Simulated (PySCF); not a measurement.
# Correlation energy of In (indium, neutral)

[Kr] 4d10 5s2 5p1, 2P determinant. Calculation: PySCF 2.14, in x2c-SVPall (6s5p3d, 36 functions); scalar relativity by spin-free X2C-1e. Frozen: [Kr] 4d10; 3 electrons correlated.

MP2 pair energies summed by pair of shells (mhartree):

| pair | energy | share (%) |
| --- | --- | --- |
| 5s-5s | -15.13 | 61.3 |
| 5s-5p | -9.53 | 38.7 |

Total MP2 correlation energy: -24.66 mhartree.

Same-spin part -1.74 and opposite-spin part -22.92 mhartree; SCS-MP2 scales them by 1/3 and 6/5 to -28.08 mhartree.

| level | correlation energy (mhartree) |
| --- | --- |
| CCSD | -37.01 |
| (T) | -0.38 |
| CCSD(T) | -37.39 |

Diagnostics: T1 = 0.010, D1 = 0.0253, largest double amplitude 0.101.

Cost of the coupled-cluster step: 0.1 s of wall time on 1 thread of Neoverse-V1 (shared host), for 3 correlated electrons.
